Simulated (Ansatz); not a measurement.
SiPt3, relaxed as a singlet with RKS PBE0-D4/def2-SVP in Ansatz, starting from the GFN1-xTB geometry. Force threshold 0.02 eV/Å.

In the def2 sets Pt takes a core potential; there is no spin–orbit coupling. The restricted singlet is unstable towards broken spin symmetry at other levels; at PBE0-D4/def2-SVP this wasn't settled. The structure comes from a short search, and lower isomers may exist.

Start:

```xyz
4

Pt   -0.068   -0.179    1.984
Pt   -0.344    0.182   -0.308
Pt   -1.249    0.769   -2.268
Si    1.660   -0.772    0.592
```

Estimate the energy that the relaxation releases and the steps that it takes.

60.4 kcal/mol, in 19 steps; 91 s on 2 threads of Arm Neoverse V2 on a shared host. The force fell under the threshold at step 14, but the optimiser went on and released 0.218 eV more. No frequencies were taken in this run, so the end may be a saddle point.

Does the start keep its bonding and symmetry?

Bonds formed: Pt1–Pt3, Pt3–Si4 (atoms count from 1). Point group Cs at the start, C3v at the end, both within 0.05 Å.

Predict the relaxed structure.


| atom | x (Å) | y (Å) | z (Å) |
| --- | --- | --- | --- |
| Pt1 | -0.461 | -0.741 | 1.320 |
| Pt2 | 0.058 | 1.571 | 0.173 |
| Pt3 | -0.836 | -0.442 | -1.269 |
| Si4 | 1.238 | -0.389 | -0.224 |
Bond lengths (bridged metal pairs left out): 3 × Pt–Pt 2.63 Å; 3 × Pt–Si 2.32 Å.
